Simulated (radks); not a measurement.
Correlation energies from several functionals, in hartree. Species: N3+ [He] 2s2; Mo [Kr] 4d5 5s1; Rb [Kr] 5s1; Al2+ [Ne] 3s1. Calculated with a radial shooting solver on a logarithmic mesh with Libxc functionals: non-relativistic Kohn-Sham, PBE, spin-polarised, spherical densities, point nucleus. Every spin shell is full or empty, so the densities are truly spherical. Functionals are evaluated on that one density, not self-consistently.

[
 {"functional": "PW92", "N3+": "-0.29214", "Mo": "-3.8153", "Rb": "-3.3448", "Al2+": "-0.87709"},
 {"functional": "Chachiyo", "N3+": "-0.28622", "Mo": "-3.7593", "Rb": "-3.2971", "Al2+": "-0.86134"},
 {"functional": "LYP", "N3+": "-0.11995", "Mo": "-2.0000", "Rb": "-1.7827", "Al2+": "-0.44315"},
 {"functional": "PW91", "N3+": "-0.11329", "Mo": "-2.2553", "Rb": "-1.9509", "Al2+": "-0.43426"},
 {"functional": "TPSS", "N3+": "-0.10062", "Mo": "-2.0780", "Rb": "-1.8008", "Al2+": "-0.39370"},
 {"functional": "revTPSS", "N3+": "-0.10539", "Mo": "-2.1056", "Rb": "-1.8280", "Al2+": "-0.40361"},
 {"functional": "r2SCAN", "N3+": "-0.10031", "Mo": "-2.1040", "Rb": "-1.8132", "Al2+": "-0.39333"},
 {"functional": "B95", "N3+": "-0.12505", "Mo": "-2.5043", "Rb": "-2.1632", "Al2+": "-0.46239"},
 {"functional": "Tao-Mo", "N3+": "-0.077272", "Mo": "-1.9983", "Rb": "-1.7194", "Al2+": "-0.35446"}
]
